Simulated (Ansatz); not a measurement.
Calculated with Ansatz (gas phase, PBE0-D4/def2-TZVP geometries, no zero-point term in ΔE). CBS: MP2 limit from def2 TZ/QZ plus the TZ coupled-cluster correction, frozen cores. This one scheme is used for every species. Functionals use def2-TZVPP. B3LYP here is the variant with VWN-RPA as its local correlation; programs differ in this. HSE06 is defined as in plane-wave codes. One conformer a species, not always the lowest.

`FC[SiH2]S` + CH₃OH → `CO[SiH2]S` + `CF`  (ligand exchange at the Si–C bond)

| level | ΔE (kcal/mol) | difference from CCSD(T)/CBS |
| --- | --- | --- |
| LDA (SPW92) | -24.3 | 2.9 |
| revPBE-D4 | -23.8 | 3.4 |
| BLYP-D4 | -26.3 | 0.9 |
| r2SCAN-D4 | -26.7 | 0.5 |
| B97M-V | -27.8 | -0.6 |
| PBE0-D4 | -25.1 | 2.1 |
| B3LYP-D4 | -27.2 | 0.0 |
| r2SCANh-D4 | -26.9 | 0.3 |
| r2SCAN0-D4 | -27.2 | 0.0 |
| HSE06-D4 | -25.1 | 2.1 |
| BHLYP-D4 | -28.9 | -1.7 |
| CAM-B3LYP-D4 | -27.9 | -0.7 |
| ωB97X-V | -26.6 | 0.6 |
| ωB97M-V | -26.5 | 0.7 |
| B2PLYP | -27.9 | -0.7 |
| PBE-QIDH | -27.1 | 0.1 |
| PBE | -23.8 | 3.4 |
| revPBE | -23.6 | 3.6 |
| BLYP | -26.2 | 1.0 |
| r2SCAN | -26.6 | 0.6 |
| PBE0 | -25.1 | 2.1 |
| B3LYP | -27.1 | 0.1 |
| r2SCANh | -26.8 | 0.4 |
| HSE06 | -25.0 | 2.2 |
| CAM-B3LYP | -27.8 | -0.6 |
| LC-ωPBE | -25.7 | 1.5 |
| RPA@PBE/def2-TZVPP | -27.1 | 0.1 |
| HF/def2-SVP | -28.3 | -1.1 |
| MP2/def2-SVP | -27.0 | 0.2 |
| CCSD/def2-SVP | -26.3 | 0.9 |
| CCSD(T)/def2-SVP | -26.1 | 1.1 |
| MP2/def2-TZVPP | -28.4 | -1.2 |
| SCS-MP2/def2-TZVPP | -28.7 | -1.5 |
| CCSD/def2-TZVPP | -27.7 | -0.5 |
| CCSD(T)/def2-TZVPP | -27.4 | -0.2 |
| HF/def2-QZVPP | -31.2 | -4.0 |
| MP2/def2-QZVPP | -28.4 | -1.2 |
| SCS-MP2/def2-QZVPP | -28.7 | -1.5 |
| HF/CBS(def2) | -31.3 | -4.1 |
| MP2/CBS(def2) | -28.2 | -1.0 |
| CCSD(T)/CBS | -27.2 | 0 |

Largest T1 diagnostic among the species: 0.011.

From BLYP to BHLYP (50 % exact exchange), in def2-TZVPP and without D4, ΔE moves by −2.7 kcal/mol. In def2-TZVPP, CCSD(T) changes the Hartree–Fock value by +3.5 kcal/mol (the triples alone add +0.4 kcal/mol) and MP2 by +2.5 kcal/mol.
